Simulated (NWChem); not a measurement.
Everything below was run with NWChem. System: HFSSn, charge 0, spin multiplicity 1, at a geometry optimised with PBE0/def2-SVP with def2 effective core potentials on Sn. The structure started from a generated list of species. Level: PBE/x2c-SVPall-2c, spin-orbit ZORA.

Input file:

```
start mol
memory heap 200 mb stack 900 mb global 1100 mb
geometry units angstroms nocenter noautoz noautosym
  Sn    -0.500959    -0.274078     0.000000
  F      0.903184    -1.636904     0.000000
  S      1.055115     1.620231     0.000000
  H      0.037456     2.512352     0.000000
end
basis spherical
  * library x2c-svpall-2c
end
relativistic
  zora on
end
dft
  xc xpbe96 cpbe96
  semidirect memsize 60000000 filesize 0
  iterations 100
  grid fine
end
task sodft energy
```

Part of the output:

```
             Northwest Computational Chemistry Package (NWChem) 7.3.0
             --------------------------------------------------------

                                NWChem Input Module
                                -------------------

 Scaling coordinates for geometry "geometry" by  1.889725989
 (inverse scale =  0.529177249)

                             Geometry "geometry" -> ""
                             -------------------------

 Output coordinates in angstroms (scale by  1.889725989 to convert to a.u.)

  No.       Tag          Charge          X              Y              Z
 ---- ---------------- ---------- -------------- -------------- --------------
    1 Sn                  50.0000    -0.50095900    -0.27407800     0.00000000
    2 F                    9.0000     0.90318400    -1.63690400     0.00000000
    3 S                   16.0000     1.05511500     1.62023100     0.00000000
    4 H                    1.0000     0.03745600     2.51235200     0.00000000

 Effective nuclear repulsion energy (a.u.)     334.4568089137

            Nuclear Dipole moment (a.u.)
            ----------------------------
        X                 Y               Z
 ---------------- ---------------- ----------------
     0.0000037795     0.0000226767     0.0000000000


 Summary of "ao basis" -> "" (spherical)
 ------------------------------------------------------------------------------
       Tag                 Description            Shells   Functions and Types
 ---------------- ------------------------------  ------  ---------------------
 *                       x2c-svpall-2c                on all atoms

  pbe96 is a nonlocal functional; adding pw91lda local functional.

                                 NWChem DFT Module
                                 -----------------

 Summary of "ao basis" -> "ao basis" (spherical)
 ------------------------------------------------------------------------------
       Tag                 Description            Shells   Functions and Types
 ---------------- ------------------------------  ------  ---------------------
 Sn                      x2c-svpall-2c              18       50   6s8p4d
 F                       x2c-svpall-2c               6       14   3s2p1d
 S                       x2c-svpall-2c               9       21   4s4p1d
 H                       x2c-svpall-2c               3        5   2s1p

 Summary of "ao basis" -> "ao basis" (spherical)
 ------------------------------------------------------------------------------
       Tag                 Description            Shells   Functions and Types
 ---------------- ------------------------------  ------  ---------------------
 Sn                      x2c-svpall-2c              18       50   6s8p4d
 F                       x2c-svpall-2c               6       14   3s2p1d
 S                       x2c-svpall-2c               9       21   4s4p1d
 H                       x2c-svpall-2c               3        5   2s1p

            General Information
            -------------------
          SCF calculation type: DFT
          Wavefunction type:  closed shell.
          No. of atoms     :     4
          No. of electrons :    76
           Alpha electrons :    38
            Beta electrons :    38
          Charge           :     0
          Spin multiplicity:     1
          Use of symmetry is: off; symmetry adaption is: off
          Maximum number of iterations: 100
          AO basis - number of functions:    90
                     number of shells:    36
[...]
   166    -0.212746   0.038878  3 S  py               147    -0.190807   0.022378  2 F  px

 Vector   76  Occ=1.000000D+00  E=-2.313176D-01
              MO Center=  1.1D-01,  3.6D-01, -8.3D-08, r^2= 4.3D+00
  Bfn.         Coefficient        Function           Bfn.         Coefficient        Function
  ----     -------------------  ------------         ----     -------------------  ------------
     5     0.398431   0.001119  1 Sn s                 78     0.347452   0.011543  3 S  px
    79     0.321489   0.011225  3 S  py                 4    -0.288665   0.000032  1 Sn s
     6     0.275951  -0.000781  1 Sn s                 54     0.257434  -0.006686  2 F  px
    19    -0.237667  -0.007711  1 Sn px                75     0.225954   0.007615  3 S  px
    76     0.216147   0.007281  3 S  py                57     0.192026  -0.005825  2 F  px

 Vector   77  Occ=0.000000D+00  E=-1.175239D-01
              MO Center= -9.5D-04, -2.6D-04,  1.1D-09, r^2= 1.0D-02
  Bfn.         Coefficient        Function           Bfn.         Coefficient        Function
  ----     -------------------  ------------         ----     -------------------  ------------
    24    -0.033209   0.631416  1 Sn pz                21    -0.024238   0.461046  1 Sn pz
    15     0.018422  -0.350334  1 Sn pz                80     0.016299  -0.307736  3 S  pz
    56     0.009748  -0.186493  2 F  pz                77     0.009132  -0.172468  3 S  pz
    59     0.007989  -0.153002  2 F  pz                12    -0.007380   0.140163  1 Sn pz
    71    -0.004280   0.080952  3 S  pz                 9     0.002480  -0.047082  1 Sn pz

 Vector   78  Occ=0.000000D+00  E=-1.175239D-01
              MO Center=  1.8D-03,  5.3D-04, -1.0D-07, r^2= 1.1D-02
  Bfn.         Coefficient        Function           Bfn.         Coefficient        Function
  ----     -------------------  ------------         ----     -------------------  ------------
   114     0.631304   0.035274  1 Sn pz               111     0.460963   0.025767  1 Sn pz
   105    -0.350272  -0.019575  1 Sn pz               170    -0.307694  -0.017078  3 S  pz
   146    -0.186453  -0.010479  2 F  pz               167    -0.172445  -0.009574  3 S  pz
   149    -0.152968  -0.008605  2 F  pz               102     0.140139   0.007822  1 Sn pz
   161     0.080940   0.004500  3 S  pz                99    -0.047074  -0.002626  1 Sn pz

 Vector   79  Occ=0.000000D+00  E=-4.560257D-02
              MO Center= -1.0D-03, -4.8D-04, -9.7D-10, r^2= 1.0D-02
  Bfn.         Coefficient        Function           Bfn.         Coefficient        Function
  ----     -------------------  ------------         ----     -------------------  ------------
   113    -0.736322   0.397182  1 Sn py               110    -0.296575   0.174406  1 Sn py
   104     0.247894  -0.136831  1 Sn py               143    -0.241294   0.100861  2 F  s
   168    -0.182256   0.133646  3 S  px               112     0.210557  -0.038062  1 Sn px
   144     0.176895  -0.082187  2 F  px               169    -0.136601   0.124490  3 S  py
   147     0.150352  -0.069720  2 F  px               158     0.112904  -0.101345  3 S  s

   alpha - beta orbital overlaps
   -----------------------------

   alpha      1      2      3      4      5      6      7      8      9     10
    beta      1      2      3      4      5      5      7      8      9     10
 overlap   1.166  1.508  1.772  1.793  0.923  0.210  1.257  1.257  1.256  1.663

   alpha     11     12     13     14     15     16     17     18     19     20
    beta     11     12     13     14     15      7      8      9     19     54
 overlap   1.658  1.670  1.267  1.253  1.233  0.008  0.008  0.008  0.093  0.083

   alpha     21     22     23     24     25     26     27     28     29     30
    beta     80      5     54     80      7      8      9      7      8      9
 overlap   0.080  0.120  0.066  0.098  0.019  0.018  0.019  0.070  0.070  0.071

   alpha     31     32     33     34     35     36     37     38     39     40
    beta     31     32     33     34     35     36     37     38     39     40
 overlap   1.127  1.126  1.126  1.126  1.127  1.100  1.092  1.092  1.091  1.094

   alpha     41     42     43     44     45     46     47     48     49     50
    beta     36     37     38     39     55     36     37     38     39     40
 overlap   0.034  0.036  0.038  0.037  0.036  0.022  0.022  0.022  0.022  0.022

   alpha     51     52     53     54     55     56     57     58     59     60
    beta     51     52     52     54     55     56     54     55     56     55
 overlap   1.076  0.383  0.291  0.401  0.399  0.408  0.277  0.277  0.285  0.005

   alpha     61     62     63     64     65     66     67     68     69     70
    beta     56     54     56     54     65     66     67     67     69     70
 overlap   0.005  0.003  0.005  0.005  1.090  1.311  0.536  0.296  0.981  0.980

   alpha     71     72     73     74     75     76     77     78     79     80
    beta     71     78     79     80     78     79     80     78     79     80
 overlap   0.988  0.016  0.014  0.025  0.175  0.161  0.250  0.227  0.199  0.372

   alpha     81     82     83     84     85     86     87     88     89     90
    beta     79     80     78     80     78     86     86     86     78     80
 overlap   0.019  0.004  0.010  0.018  0.010  0.188  0.071  0.011  0.011  0.013

     --------------------------
     Expectation value of S2:
     --------------------------
      <S2> =      0.0122 (Exact =     0.0000)

     Multipole analysis of the density
     ---------------------------------

     L   x y z        total         alpha         beta         nuclear
     -   - - -        -----         -----         ----         -------
     0   0 0 0     -0.000000    -38.000000    -38.000000     76.000000

     1   1 0 0     -1.174016     -0.587010     -0.587010      0.000004
     1   0 1 0      0.447561      0.223769      0.223769      0.000023
     1   0 0 1     -0.000000     -0.000000     -0.000000      0.000000

     2   2 0 0    -34.195606    -84.418353    -84.418353    134.641100
     2   1 1 0     -0.276913    -37.645070    -37.645070     75.013226
     2   1 0 1      0.000000      0.000000      0.000000      0.000000
     2   0 2 0    -33.516409   -152.789540   -152.789540    272.062671
     2   0 1 1     -0.000000     -0.000000     -0.000000      0.000000
     2   0 0 2    -31.179464    -15.589732    -15.589732      0.000000

 Task  times  cpu:       32.0s     wall:       32.0s

 Total times  cpu:       32.1s     wall:       32.1s
```
